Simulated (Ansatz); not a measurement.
Isolated molecules relaxed with PBE0-D4/def2-TZVP in Ansatz; ΔE leaves out vibrations. CCSD(T)/CBS is the MP2 limit (def2-TZVPP, def2-QZVPP) plus CCSD(T) − MP2 in def2-TZVPP, frozen cores. This one scheme is used for every species. Functionals use def2-TZVPP. One conformer a species, not always the lowest.

`N[SiH2]N[SiH](N)O` + `N[SiH](F)S` → `N[Si@H](F)S[Si@@H](N)O` + `N[SiH2]N`  (ligand exchange at the Si–N bond)

`N[SiH2]N[SiH](N)O`:

```xyz
15

N    -1.346   -1.721   -0.227
Si   -0.390   -0.963   -1.464
N     0.239    0.499   -0.828
Si    1.030    0.742    0.694
N     0.590    2.300    1.239
O     0.621   -0.552    1.609
H    -2.241   -1.315    0.008
H    -1.420   -2.727   -0.252
H    -1.135   -0.600   -2.703
H     0.623   -2.000   -1.797
H     0.214    1.301   -1.440
H     2.511    0.783    0.635
H    -0.375    2.546    1.393
H     1.195    2.786    1.881
H    -0.115   -1.080    1.254
```

`N[SiH](F)S`:

Cartesian coordinates in Å:
```
N -1.087 0.537 0.684
Si -0.026 -0.263 -0.357
F 0.296 -1.788 0.009
S 1.817 0.782 -0.240
H -2.084 0.507 0.556
H -0.821 0.832 1.609
H -0.646 -0.311 -1.696
H 2.552 -0.296 -0.564
```

`N[Si@H](F)S[Si@@H](N)O`:

```xyz
14

N     1.594    2.464    0.310
Si    1.204    0.839    0.047
O     0.722    0.141    1.432
S    -0.427    0.678   -1.403
Si   -1.114   -1.267   -1.037
N    -1.528   -1.437    0.634
F    -0.002   -2.393   -1.251
H     2.320    2.917   -0.219
H     0.958    3.116    0.737
H     2.394    0.210   -0.569
H    -0.009   -0.503    1.348
H    -2.200   -1.554   -2.001
H    -2.254   -0.832    0.991
H    -1.658   -2.378    0.981
```

`N[SiH2]N`:

```xyz
9

N     1.359    0.491    0.204
Si    0.031   -0.536   -0.126
N    -1.409    0.380    0.002
H     1.529    1.324   -0.336
H     2.203    0.121    0.606
H     0.211   -1.659    0.840
H    -0.051   -1.122   -1.497
H    -2.218    0.139   -0.544
H    -1.654    0.861    0.852
```

```csv
level,ΔE (eV)
ωB97X-V,0.10
ωB97M-V,0.11
```

(1) What does CCSD(T)/CBS give? (An estimate is asked.)

Largest T1 diagnostic among the species: 0.012.

Answers

(1) The calculation gave: +0.09 eV. The listed levels differ from it by 0.01, 0.02 eV.

In def2-TZVPP, CCSD(T) changes the Hartree–Fock value by −0.06 eV (the triples alone add −0.03 eV) and MP2 by −0.11 eV. The D4 term adds −0.03 eV with B3LYP and −0.02 eV with PBE0; it sums over pairs of atoms, weighted by their polarisabilities, and B3LYP, whose exchange is more repulsive, gets the larger term.

B3LYP here is the variant with VWN-RPA as its local correlation; programs differ in this.
